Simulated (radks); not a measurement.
Spherical quantum dot in the effective-mass picture: electrons in a hard-walled sphere of radius 9.24, with a point charge +1 (a donor) at the centre, all in effective atomic units (hartree* = m*/eps^2 hartree, bohr* = eps/m* bohr), one dielectric constant everywhere. Calculated with a radial shooting solver with Libxc functionals: non-relativistic Kohn-Sham, LDA (Slater exchange, Perdew-Wang correlation), spin-polarised, spherical densities. Levels are named by radial order and angular momentum (1s, 1p, 1d, 2s, ...), and open shells are averaged over m.

N = 20, configuration 1s2 1p6 1d10 2s(up 1, down 0) 1f(up 1, down 0). This is the lowest configuration that the search found. Occupied and some empty levels:

level    occupation  eigenvalue (hartree*)  <r> (bohr*)
1s up             1                 2.4747        6.138
1s down           1                 2.4837        6.782
1p up             3                 2.5036        6.921
1p down           3                 2.5082        6.923
2s up             1                 2.5287        2.412
1d up             5                 2.5485        7.027
1d down           5                 2.5531        7.026
1f up             1                 2.6128        7.127
1f down           0                 2.6175        7.125
2s down           0                 2.6583        2.440
1g up             0                 2.6953        7.220
1g down           0                 2.6999        7.219
2p up             0                 2.8320        4.541
2p down           0                 2.8473        4.728
2d up             0                 2.9570        5.264
2d down           0                 2.9635        5.309

Energy (hartree*): total 24.5865, kinetic 4.9300, external -3.7527, Hartree 27.202, exchange-correlation -3.7933.

Electron density:

r (bohr*)  n(r) (e/bohr*^3)
0.276                0.1700
0.965               0.04296
1.65                0.01150
2.34               0.003437
3.03               0.001483
3.72               0.001424
4.41               0.002366
5.10               0.004290
5.79               0.007189
6.47                0.01031
7.16                0.01157
7.85               0.008679
8.54               0.002930
9.23              3.032e-06
